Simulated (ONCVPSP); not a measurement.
How hard is this tin (Sn) ONCV potential?

Sn, optimised norm-conserving Vanderbilt (ONCV), made with ONCVPSP 4.0.1 (PBE, scalar-relativistic). Core [Kr], reference 4d10 5s2 5p2. Waves: 5s: rc 1.70 bohr, ncon 4, nbas 7, qcut 3.2 1/bohr, 2 projectors, debl 2.9 Ha; 5p: rc 2.75 bohr, ncon 4, nbas 9, qcut 3 1/bohr, 1 projector; 4d: rc 1.70 bohr, ncon 4, nbas 9, qcut 11.2 1/bohr, 2 projectors, debl 3.7 Ha. Local part: polynomial inside 1.30 bohr (lpopt 5, dvloc0 2 Ha). Core correction: none.

Q: For each optimised wave give the share of its norm inside rc, the residual kinetic energy above qcut (Ha) and the cutoffs (Ha) for errors of 10, 1, 0.1 and 0.01 mHa per electron.

A:

| wave | norm inside rc | residual KE | 10 mHa | 1 mHa | 0.1 mHa | 0.01 mHa |
| --- | --- | --- | --- | --- | --- | --- |
| 5s | 0.202 | 3.4e-03 | 3.9 | 18.9 | 41.1 | 59.8 |
| s projector 2 | 0.103 | 1.0e-01 | 29.2 | 56.4 | 65.2 | 90.5 |
| 5p | 0.407 | 2.5e-04 | 1.2 | 2.4 | 9.2 | 33.5 |
| 4d | 0.899 | 2.9e-09 | 30.7 | 38.2 | 44.5 | 49.8 |
| d projector 2 | 0.162 | 1.2e-08 | 30.1 | 38.7 | 45.8 | 51.3 |

The occupied waves need 38 Ha and 44 Ha for 1 and 0.1 mHa. Note: no bound ghost flagged; GHOST(+) flagged for p at 3.2 eV, s at 11.2 eV.
